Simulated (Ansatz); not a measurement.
Basis-set extrapolation for C8H18S2 (`CCCCSSCCCC`) (PBE0-D4/def2-TZVP geometry, frozen core, Ansatz 0.2.0). Multiplicity 1, RHF reference.

```
                       def2-TZVPP    def2-QZVPP
                 HF  -1108.627274  -1108.664366
    MP2 correlation     -1.766182     -1.885928
CCSD(T) correlation     -1.958219       not run
```

Energies in hartree. Use E(X) = E(∞) + A·exp(−7.88·√X) for Hartree–Fock and E(X) = E(∞) + B·X^(−2.97) for correlation, with X = 3 and 4, and add CCSD(T) minus MP2 of the smaller set to the MP2 limit.

What is the CCSD(T) energy at the basis-set limit?

HF limit: -1108.664366 + (-0.037092) × 0.13774 = -1108.66948. MP2 limit: -1.885928 + (-0.119746) × 0.74074 = -1.97463. Higher-order term: -1.958219 − (-1.766182) = -0.19204. Total: -1110.83615 hartree, 658.1 kJ/mol below CCSD(T)/def2-TZVPP.
